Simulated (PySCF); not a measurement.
## As: excitation energy

As [Ar] 3d10 4s2 4p3 (4S) → As [Ar] 3d10 4s1 4p3 4d1 (6D), as a difference of total energies. Computed with PySCF 2.14 in aug-cc-pwCVTZ-PP with ECP10MDF (8s7p6d4f1g, 96 functions), with scalar relativity through the core potential. Correlated levels: valence: 3s2 3p6 3d10 frozen. The calculations carry no spin-orbit coupling.

```
           method  excitation energy (eV)
              UHF                  13.051
    MP2 (valence)                  14.373
SCS-MP2 (valence)                  14.775
   CCSD (valence)                  14.529
CCSD(T) (valence)                  14.599
```

Q: How much does correlation contribute at CCSD(T) (valence)?

A: 14.599 − (13.051) = 1.548 eV, measured against UHF.

The upper state lies above the first ionisation limit, but in LS coupling its spin forbids autoionisation to the ground ion.

The promoted electron is Rydberg-like, and one or two diffuse shells describe it only roughly, which tends to raise the upper state.
